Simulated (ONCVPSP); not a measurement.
# Configuration tests for Br (Z = 35) (ONCV)

| Item | Value |
| --- | --- |
| Element | Br |
| Generator | ONCVPSP 4.0.1 |
| Type | optimised norm-conserving Vanderbilt (ONCV) |
| Functional | PBE |
| Relativity | scalar-relativistic |
| Frozen core | [Ne] |
| Valence charge | 25 |
| Reference configuration | 3s2 3p6 3d10 4s1 4p6 |
| Partial waves | 3s+4s: rc 0.90 bohr, ncon 4, nbas 7, qcut 13.9 1/bohr, 2 projectors; 3p+4p: rc 0.95 bohr, ncon 5, nbas 9, qcut 14.7 1/bohr, 2 projectors; 3d: rc 0.90 bohr, ncon 4, nbas 9, qcut 14.5 1/bohr, 2 projectors, debl 1.2 Ha |
| Local potential | polynomial inside 0.60 bohr (lpopt 5, dvloc0 0 Ha) |
| Core correction | none |

In the d channel the program set the typed energies aside and used -2.509, 0.250 Ha.

Energies are relative to the spin-unpolarised reference configuration 3s2 3p6 3d10 4s1 4p6; without spin polarisation the order of configurations can differ from experiment.

```
valence configuration  charge  ΔE all-electron (eV)  error AE − PS (meV)
 3s2 3p6 3d10 4s2 4p5       0               -12.371                 +0.9
 3s2 3p6 3d10 4s2 4p4      +1                 0.183                 +0.5
```

Problem. What are ΔE and the potential's error for 3s2 3p6 3d9 4s2 4p5?

Solution. ΔE = 66.072 eV all-electron; the error (AE − PS) is +271 meV.

Problem. What are ΔE and the potential's error for 3s2 3p6 3d10 4s2 4p3?

Solution. ΔE = 22.943 eV all-electron; the error (AE − PS) is -0.7 meV.

Levels in the configuration 3s2 3p6 3d10 4s2 4p3:

| level | all-electron (eV) | pseudo (eV) |
| --- | --- | --- |
| 3s | -262.196 | -262.201 |
| 3p | -197.606 | -197.595 |
| 3d | -90.787 | -90.774 |
| 4s | -41.838 | -41.837 |
| 4p | -28.226 | -28.223 |
